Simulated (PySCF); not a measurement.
CrO2F, SMILES [O]=[Cr+](=[O])[F], charge +1, multiplicity 1.

Geometry: PBE0-D3(BJ)/def2-SVP. The spin state was assumed, not searched. The isomer is the one that the SMILES or the coordinates give; other isomers of the formula were not compared.

The numbers are results of PBE/def2-TZVPD (PySCF), not measurements.

```json
{
  "total_energy": "-1294.12661 hartree",
  "point_group": "Cs",
  "highest_occupied_level": "-15.76 eV",
  "lowest_empty_level": "-13.62 eV",
  "orbital_gap": "2.14 eV",
  "dipole_moment_about_the_centre_of_nuclear_charge": "3.08 D",
  "mean_static_polarisability": "28.6 bohr³ (4.23 Å³)",
  "polarisability_principal_values": "16.8, 33.6, 35.3 bohr³"
}
```
